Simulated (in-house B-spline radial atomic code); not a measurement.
# Binding energies in the neodymium ion Nd⁶⁺

NIST's tabulated ground configuration is [Kr] 4d10 4f2 5s2 5p4; each binding energy is the energy of the ion with one electron taken from that subshell, relaxed, less that of the parent. Method: Dirac-Hartree-Fock, average of configuration, Fermi nucleus of rms radius 4.9123 fm. Calculated with a radial B-spline atomic code at the basis-set limit. Energies include first-order Breit, QED and recoil terms.

```json
{"subshell": "1s", "X-ray name": "K", "binding energy (eV)": "43663.3", "-ε (eV)": "43907.4", "relaxation (eV)": "69.7"}
{"subshell": "2s", "X-ray name": "L1", "binding energy (eV)": "7229.2", "-ε (eV)": "7285.6", "relaxation (eV)": "36.9"}
{"subshell": "3s", "X-ray name": "M1", "binding energy (eV)": "1677.9", "-ε (eV)": "1697.5", "relaxation (eV)": "16.1"}
{"subshell": "3d3/2", "X-ray name": "M4", "binding energy (eV)": "1098.7", "-ε (eV)": "1117.6", "relaxation (eV)": "17.9"}
{"subshell": "3d5/2", "X-ray name": "M5", "binding energy (eV)": "1076.8", "-ε (eV)": "1094.9", "relaxation (eV)": "17.6"}
{"subshell": "4s", "X-ray name": "N1", "binding energy (eV)": "421.1", "-ε (eV)": "426.9", "relaxation (eV)": "5.0"}
{"subshell": "4d3/2", "X-ray name": "N4", "binding energy (eV)": "216.3", "-ε (eV)": "220.5", "relaxation (eV)": "4.2"}
{"subshell": "4d5/2", "X-ray name": "N5", "binding energy (eV)": "212.3", "-ε (eV)": "216.3", "relaxation (eV)": "4.0"}
{"subshell": "5s", "X-ray name": "O1", "binding energy (eV)": "120.3", "-ε (eV)": "121.0", "relaxation (eV)": "0.6"}
{"subshell": "5p", "X-ray name": "O2,3", "binding energy (eV)": "96.45", "-ε (eV)": "96.97", "relaxation (eV)": "0.46"}
{"subshell": "4f", "X-ray name": "N6,7", "binding energy (eV)": "90.22", "-ε (eV)": "92.87", "relaxation (eV)": "2.80"}
```

Relaxation = -ε minus the binding energy without Breit, QED and recoil terms.

(1) What does it cost to remove both a 3s and a 5p electron?

(2) What does it cost to remove both a 4s and a 5p electron?

(3) What does it cost to remove both a 4s and a 4d3/2 electron?

Answers

(1) 1792.7 eV, which is 18.38 eV more than the two single binding energies together.

(2) 535.36 eV, which is 17.79 eV more than the two single binding energies together.

(3) 664.8 eV, which is 27.36 eV more than the two single binding energies together.
